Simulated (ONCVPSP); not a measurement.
Potentials for Zr (Z = 40) compared

Generated with ld1.x 7.5 (TM, RRKJ, ultrasoft, PAW), atompaw 4.2 or ONCVPSP 4.0.1. The cutoff is in Ry: for ld1.x and atompaw files where the sum of valence levels is converged to 10 mRy in a Bessel basis, for ONCV files where the hardest occupied wave has 1 mHa per electron of residual kinetic energy. The error is the largest all-electron minus pseudo excitation energy over each file’s own four to seven test configurations (ionisations up to +4, promotions, holes and added fractions of an electron), all of which were solved. The labels leave out finer settings (local radius, basis sizes, second energies), which also bear on the numbers. Spin-polarised tests are not counted. The rows are a selection from randomly drawn settings: files with unsolved tests, undetermined cutoffs or missed reference levels are left out.

A true bound ghost makes a file unfit for plane-wave use even where its test errors are small: the radial tests pick states by their node count and pass the ghost by.

```csv
potential,cutoff (Ry),largest error (meV),bound ghosts
"ONCV, PBE, scalar-relativistic, rc 3.25/1.95/1.90 (spd), local smoothed, core correction yes, reference 4p6 4d2 5s2, qcut 1.6/7.1/5.7, projectors 2/2/2",29,-31,s
"ONCV, Wu-Cohen, scalar-relativistic, rc 2.00/2.45/2.80 (spd), local smoothed, core correction no, reference 4s2 4p6 4d2 5s1.5 5p0.5, qcut 5.2/4.8/6.1, projectors 2/2/3",23,+12,none
"ONCV, PBE, fully relativistic, rc 3.50/3.55/3.00 (spd), local smoothed, core correction yes, reference 4d3 5s1, qcut 2.3/1.9/6.3, projectors 2/2/2",22,-61,none
"ONCV, PBE, scalar-relativistic, rc 1.15/1.40/2.00 (spd), local smoothed, core correction yes, reference 4s2 4p6 4d2, qcut 4.5/5.1/4.2, projectors 2/1/2",165,+14,none
```

(1) Fill in the row for Zr: ONCV, PBE, scalar-relativistic, rc 2.05/1.25/1.85 (spd), local smoothed, core correction yes, reference 4s2 4p6 4d2 5s2, qcut 6.7/6.7/4.6, projectors 2/2/2.

(2) Fill in the row for Zr: ONCV, LDA (Perdew-Wang 92), fully relativistic, rc 1.90/1.60/2.30 (spd), local smoothed, core correction no, reference 4s2 4p6 4d2 5s2, qcut 7.9/10.2/5.3, projectors 2/2/2.

(3) Fill in the row for Zr: ONCV, PBE, non-relativistic, rc 2.15/1.75/2.90 (spd), local smoothed, core correction yes, reference 4s2 4p6 4d2 5s1.75, qcut 5.4/8.4/4.2, projectors 2/2/2.

## Answers

(1) cutoff 56 Ry, largest error -7.8 meV, bound ghosts: none.

(2) cutoff 56 Ry, largest error +7.2 meV, bound ghosts: none.

(3) cutoff 41 Ry, largest error -17 meV, bound ghosts: none.
